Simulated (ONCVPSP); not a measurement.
# Configuration tests for oxygen (ONCV)

O, optimised norm-conserving Vanderbilt (ONCV), made with ONCVPSP 4.0.1 (PBEsol, scalar-relativistic). Core [He], reference 2s2 2p3.5 (charge +0.5). Waves: 2s: rc 0.85 bohr, ncon 3, nbas 7, qcut 9 1/bohr, local; 2p: rc 1.60 bohr, ncon 5, nbas 9, qcut 10.9 1/bohr, 2 projectors, debl 3.7 Ha; d scattering state at 0.05 Ha: rc 1.35 bohr, ncon 3, nbas 8, qcut 6.7 1/bohr, 1 projector. Local part: the s channel. Core correction: Teter function, fcfact 1.75, rcfact 1.35.

Energies are relative to the spin-unpolarised reference configuration 2s2 2p3.5; without spin polarisation the order of configurations can differ from experiment.

| valence configuration | charge | ΔE all-electron (eV) | error AE − PS (meV) |
| --- | --- | --- | --- |
| 2s2 2p4 | 0 | -6.254 | +3.4 |
| 2s2 2p3 | +1 | 10.106 | +6.4 |
| 2s2 2p2 | +2 | 43.583 | +114 |
| 2s1 2p5 | 0 | 8.600 | +30 |
